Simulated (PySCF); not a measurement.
**Correlation energy of Si²⁺ (silicon, charge +2)**

[Ne] 3p2, high-spin 3P determinant (an excited configuration). Calculation: PySCF 2.14, in def2-QZVPPD (10s6p5d2f1g, 76 functions); the non-relativistic Hamiltonian (point nucleus). Frozen: 1s2; 10 electrons correlated.

```json
{"level": "CCSD", "correlation energy (mhartree)": "-184.93"}
{"level": "(T)", "correlation energy (mhartree)": "-1.18"}
{"level": "CCSD(T)", "correlation energy (mhartree)": "-186.11"}
```

Diagnostics: T1 = 0.0035, D1 = 0.0090, largest double amplitude 0.063.

Q: Is a single reference adequate?

A: Yes: T1 lies below 0.03 and no double amplitude reaches 0.07.

This basis was not built for core-valence correlation, so the inner-shell part is incomplete.
